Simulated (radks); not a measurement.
Results of a calculation; reference values are marked as such.
The carbon anion C4-, [Ne], held by a Watson sphere: a shell of charge +4 at radius R that stands for the Madelung well of a crystal (potential energy -4/R inside, -4/r outside, in hartree with lengths in bohr). Code: a radial shooting solver on a logarithmic mesh with Libxc functionals. Model: non-relativistic Kohn-Sham, LB94 model potential, spin-unpolarised, spherical densities, point nucleus. Response by self-consistent Sternheimer equations with the Hartree and adiabatic LDA kernel. The sphere does not respond.

| R (bohr) | e(1s) (eV) | e(2s) (eV) | e(2p) (eV) | <r> 2p (bohr) | sum of <r^2> (bohr^2) | X-ray form factor at sin(theta)/lambda = 0.1 1/angstrom | alpha (bohr^3) |
|---|---|---|---|---|---|---|---|
| 1.89 | -285.44 | -20.563 | -12.371 | 1.915 | 34.37 | 7.883 | 21.63 |
| 2.12 | -285.85 | -19.135 | -11.345 | 2.044 | 38.89 | 7.663 | 28.34 |
| 2.42 | -286.22 | -17.533 | -10.166 | 2.209 | 45.06 | 7.388 | 39.72 |
| 2.54 | -286.32 | -16.970 | -9.741 | 2.274 | 47.61 | 7.281 | 45.30 |
| 3.45 | -286.29 | -13.886 | -7.212 | 2.770 | 69.04 | 6.563 | 115.7 |
